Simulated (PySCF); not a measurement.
How the method changes the constants of AlBi

State: ³Σ⁻ (triplet), unpaired electrons π ↑↑. Set-up: Al cc-pV(D+d)Z, Bi cc-pVDZ-PP with ECP60; scalar-relativistic core potentials (PySCF 2.14). De refers to Al + Bi in their high-spin ground configurations, without counterpoise correction. The functionals are run spin-unrestricted. A positive dipole means Al(−)Bi(+).

| Level | Re (Å) | ωe (cm⁻¹) | De (eV) | μ (D) |
| --- | --- | --- | --- | --- |
| UHF | 2.876 | 219 | 0.56 | -1.19 |
| UHF-MP2 | 2.842 | 241 | 1.24 | n/a |
| UHF-SCS-MP2 | 2.856 | 237 | 1.19 | n/a |
| UHF-CCSD | 2.862 | 228 | 1.21 | n/a |
| UHF-CCSD(T) | 2.865 | 227 | 1.28 | n/a |
| PBE | 2.861 | 227 | 1.86 | -0.35 |
| BP86 | 2.866 | 225 | 1.87 | -0.49 |
| r²SCAN | 2.844 | 231 | 1.66 | -0.43 |
| M06-L | 2.860 | 227 | 2.07 | -0.11 |
| B3LYP | 2.865 | 225 | 1.74 | -0.74 |
| PBE0 | 2.833 | 235 | 1.71 | -0.54 |
| ωB97X | 2.811 | 243 | 1.97 | -0.57 |

The bond length runs from 2.811 Å (ωB97X) to 2.876 Å (UHF). De spans 0.56 eV (UHF, mean field) to 2.07 eV (M06-L, meta-GGA). Correlation at CCSD(T) changes the Hartree–Fock bond energy by +0.72 eV; the triples alone change it by +0.07 eV.

Correlated steps freeze 9 core orbitals. Correlated levels converge slowly with the basis: in double zeta they bind strong bonds too weakly, by up to about 1 eV, and carry superposition errors of some tenths. Spin–orbit coupling is left out, which matters for elements this heavy, above all for dissociation energies. The state is the lowest determinant that a PBE0 search found; another state may lie lower at other levels.
